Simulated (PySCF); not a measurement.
**How methods differ on the interval between two levels of Sn²⁺**

Sn²⁺ [Kr] 4d10 5s2 → Sn²⁺ [Kr] 4d9 5s2 5p1 [3F4, M_J = 4], as a difference of total energies. All numbers are calculated (PySCF 2.14, the two-component X2C-1e Hamiltonian, in x2c-TZVPall-2c (8s9p5d2f, 74 functions)). Correlated levels: [Ar] 3d10 frozen; the 6 highest virtual spinors dropped. "Screened" scales the spin-orbit matrix elements by Boettger's factors to mimic the two-electron term; Breit and QED terms are absent.

```csv
method,interval between two levels (cm⁻¹)
GHF (spin-free),213430
GMP2 (spin-free),218380
GHF (screened spin-orbit),211920
GMP2 (screened spin-orbit),216800
```

The labels give the starting determinants; with spin-orbit coupling the two ends relaxed to ⟨J²⟩ = 0.00, ⟨L²⟩ = 0.02, ⟨S²⟩ = 0.02 and ⟨J²⟩ = 20.02, ⟨L²⟩ = 12.03, ⟨S²⟩ = 2.02.
